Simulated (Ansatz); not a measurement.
Geometry optimisation, RKS B3LYP-D4/def2-SVP (Ansatz 0.2.0).

Input file:

```yaml
crystal:
  periodic: [false, false, false]
  atoms:
    - { symbol: B, position_ang: [-0.1477, -2.9646, -0.8045] }
    - { symbol: S, position_ang: [1.0201, -1.5424, -1.1993] }
    - { symbol: B, position_ang: [2.0869, -2.6062, -2.34498] }
    - { symbol: C, position_ang: [3.53775, -2.86381, -2.04334] }
    - { symbol: C, position_ang: [4.25004, -2.58484, -3.3081] }
    - { symbol: O, position_ang: [3.35795, -2.64692, -4.41073] }
    - { symbol: C, position_ang: [2.05859, -2.30168, -3.9228] }
    - { symbol: H, position_ang: [0.0368, -3.6265, 0.0899] }
    - { symbol: H, position_ang: [-1.1555, -3.0413, -1.4433] }
    - { symbol: H, position_ang: [3.61558, -4.02687, -1.82563] }
    - { symbol: H, position_ang: [3.92849, -2.34759, -1.19319] }
    - { symbol: H, position_ang: [4.68058, -1.55214, -3.29018] }
    - { symbol: H, position_ang: [5.12583, -3.34116, -3.48585] }
    - { symbol: H, position_ang: [1.31783, -3.00745, -4.40277] }
    - { symbol: H, position_ang: [1.8162, -1.26634, -4.12711] }
basis:
  gaussian: { orbitals: def2-SVP }
hamiltonian:
  xc: b3lyp
  dispersion: d4
relax:
  f_tol: 0.015
  max_steps: 40
```

Run as:

```bash
$ ansatz run input.yaml --threads 2 --pin off --max-ram 3072MiB --backend cpu --events-out ev --progress --plain --runs-dir out
```

Q: Where does it end, and by what steps?

A: The run converged. After 22 steps the energy has fallen by 2.001 eV; H8 moved furthest, 1.63 Å.

| step | energy less start (eV) | largest force component (eV/Å) | accepted |
| --- | --- | --- | --- |
| 0 | 0.0000 | 3.766 | yes |
| 1 | -0.7455 | 1.030 | yes |
| 2 | -0.8805 | 0.486 | yes |
| 3 | -0.9394 | 0.575 | yes |
| 4 | -1.0166 | 0.392 | yes |
| 5 | -1.1066 | 0.662 | yes |
| 6 | -1.2245 | 0.776 | yes |
| 7 | -1.3627 | 0.739 | yes |
| 8 | -1.4955 | 0.652 | yes |
| 9 | -1.5941 | 0.792 | yes |
| 10 | -1.6726 | 0.859 | yes |
| 11 | -1.7721 | 0.657 | yes |
| 12 | -1.8590 | 0.392 | yes |
| 13 | -1.9238 | 0.209 | yes |
| 14 | -1.9619 | 0.192 | yes |
| 15 | -1.9805 | 0.244 | yes |
| 16 | -1.9768 | 0.510 | no |
| 17 | -1.9954 | 0.051 | yes |
| 18 | -1.9986 | 0.114 | yes |
| 19 | -1.9786 | 0.553 | no |
| 20 | -1.9981 | 0.152 | no |
| 21 | -2.0003 | 0.023 | yes |
| 22 | -2.0005 | 0.012 | yes |

```xyz
15
Properties=species:S:1:pos:R:3
B -0.384 -2.743 -1.140
S 1.307 -2.729 -0.524
B 2.352 -2.742 -2.017
C 3.924 -2.732 -2.000
C 4.237 -2.415 -3.475
O 3.171 -2.945 -4.246
C 1.948 -2.723 -3.543
H -1.256 -2.719 -0.313
H -0.624 -2.772 -2.316
H 4.252 -3.761 -1.748
H 4.399 -2.061 -1.268
H 4.312 -1.315 -3.615
H 5.172 -2.862 -3.847
H 1.207 -3.473 -3.864
H 1.511 -1.728 -3.796
```

Whether the end is a true minimum wasn't checked by a vibrational analysis.

Run time: 2 min on 2 threads of Arm Neoverse V2, on a shared host, peak memory 0.42 GiB.
